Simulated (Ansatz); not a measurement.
C$_{2}$H$_{4}$GaNS. Charge 0, multiplicity 1. The bonds changed during the relaxation, so this is another structure than the one it started from. All single points use the PBE0-D4/def2-TZVP geometry. It is one conformer, not always the lowest.

```xyz
9

S    -0.029    1.925   -1.472
Ga   -0.902    1.853    0.673
C    -0.130   -1.108    0.920
C     0.644   -1.112   -0.310
N     0.626   -2.237    0.215
H    -0.348    3.225   -1.604
H     0.304   -0.761    1.854
H    -1.214   -1.184    0.899
H     1.048   -0.601   -1.176
```

What is the dipole moment at r2SCAN/def2-TZVPP? (Estimate.)

The calculation gave: 2.09 D, with components (-0.69, 1.77, 0.86) D in this frame, pointing from negative to positive charge.

And with PBE, B3LYP, ωB97M-V? (An estimate is asked.)

The calculation gave: PBE 2.08 D, B3LYP 2.32 D, ωB97M-V 2.37 D.

Give the Mulliken charges with r2SCAN, ωB97M-V, PBE in def2-TZVPP. (Best estimate.)

Computed: 
```tsv
atom	r2SCAN	ωB97M-V	PBE
S1	-0.40	-0.39	-0.37
Ga2	0.24	0.26	0.23
C3	-0.14	-0.27	-0.22
C4	0.02	-0.01	-0.05
N5	-0.18	-0.15	-0.09
H6	0.10	0.10	0.10
H7	0.09	0.13	0.11
H8	0.09	0.13	0.11
H9	0.16	0.20	0.17
```

B3LYP here is the variant with VWN-RPA as its local correlation; programs differ in this.
